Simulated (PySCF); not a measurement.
Sn(H)(Br)(NH2)2 (BrH5N2Sn), SMILES [NH2][SnH]([NH2])[Br].

The structure is a stationary point at PBE-D3(BJ)/def2-SVP. The structure was generated by enumeration; whether it is a known compound was not checked. The def2 effective core potentials stand for the cores of Sn; spin–orbit coupling is left out. One conformer was computed; it need not be the lowest.

The numbers are results of PBE-D3(BJ)/def2-SVP (PySCF), not measurements.

Frequencies are harmonic and unscaled.

Question: List the normal modes with their intensities. (The exact figures need the calculation; the answer reports its results.)

Answer: 
```csv
mode,ν (cm⁻¹),IR (km/mol),moving atoms (share of kinetic energy)
1,81,26.5,"H 43 %, N 40 %, Br 9 %, Sn 9 %"
2,113,20.6,"H 52 %, N 33 %"
3,133,6.4,"H 48 %, N 40 %"
4,152,2.2,"H 58 %, N 26 %, Sn 14 %"
5,167,20.6,"N 49 %, H 42 %"
6,233,29.3,"Br 57 %, Sn 39 %"
7,496,7.9,"H 90 %, N 10 %"
8,530,145.8,"N 67 %, H 24 %, Sn 9 %"
9,540,111.5,"N 54 %, H 37 %, Sn 9 %"
10,558,20.5,"H 71 %, N 27 %"
11,652,30.9,"H 76 %, N 19 %"
12,670,145.0,"H 80 %, N 18 %"
13,831,28.0,H 92 %
14,868,16.6,"H 90 %, N 9 %"
15,1488,9.9,"H 92 %, N 8 %"
16,1499,11.2,H 92 %
17,1876,116.4,H 99 %
18,3403,13.9,H 96 %
19,3407,14.4,H 96 %
20,3501,11.2,"H 92 %, N 8 %"
21,3502,10.6,"H 92 %, N 8 %"
```
